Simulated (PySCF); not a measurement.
**Magnetic susceptibility: SMILES N(=C/C(C)=C\C=O)/[SiH3], C5H9NOSi**

Geometry (Å), atoms numbered from 1 in this order:
```xyz
17

C    -0.8788   -2.1499   -0.1377
C    -0.6872   -0.6879    0.1121
C     0.2622   -0.3949    1.2042
N     1.3280    0.2553    1.1434
Si    2.2150    1.0961   -0.0690
C    -1.3235    0.2535   -0.6002
C    -1.2381    1.6858   -0.3509
O    -1.7688    2.5249   -1.0359
H     0.0771   -2.6156   -0.3777
H    -1.2607   -2.6345    0.7609
H    -1.5733   -2.3210   -0.9558
H     0.0088   -0.8715    2.1578
H     1.6147    1.2293   -1.4010
H     2.4142    2.4030    0.5469
H     3.4418    0.3061   -0.1434
H    -1.9865   -0.0337   -1.4075
H    -0.6518    1.9668    0.5438
```

Computed, not measured: GIAO PW91/6-31G magnetisability, rotational g tensor and spin-rotation constants, non-relativistic, gas phase (PySCF). Geometry: GFN2-xTB.

Task: What are the magnetisability and the molar susceptibility?

Result: Isotropic -984 × 10⁻³⁰ J/T², or -59.3 × 10⁻⁶ cm³/mol; principal values -1225, -928, -798 × 10⁻³⁰ J/T², anisotropy 379 × 10⁻³⁰ J/T² (root of half the summed squared differences of the principal values). The susceptibility is in cgs units.

Task: Split it along the inertial axes a, b, c into diamagnetic and paramagnetic parts about the centre of mass, with the quadrupole moment.

Result: 
```csv
axis,χ (10⁻⁶ cm³/mol),diamagnetic (10⁻⁶ cm³/mol),paramagnetic (10⁻⁶ cm³/mol),summed x² of all electrons (Å²),quadrupole Θ (D Å)
a,-54.0,-820.1,766.2,183.3,-6.82
b,-55.5,-930.9,875.4,157.2,+3.18
c,-68.3,-1444.6,1376.3,36.1,+3.64
```
Anisotropies 2χaa − χbb − χcc = +15.9 and 2χbb − χaa − χcc = +11.2 × 10⁻⁶ cm³/mol. Θ is traceless in Buckingham's convention.

Task: And the rotational g tensor?

Result: 
| axis | rotational constant (GHz) | g | nuclear part | electronic part |
| --- | --- | --- | --- | --- |
| a | 1.7296 | -0.0364 | 0.5862 | -0.6226 |
| b | 1.4347 | -0.0331 | 0.5569 | -0.5900 |
| c | 0.8892 | -0.0153 | 0.5596 | -0.5749 |

Asymmetric top; isotopes 12C, 1H, 14N, 16O, 28Si; no vibrational averaging.
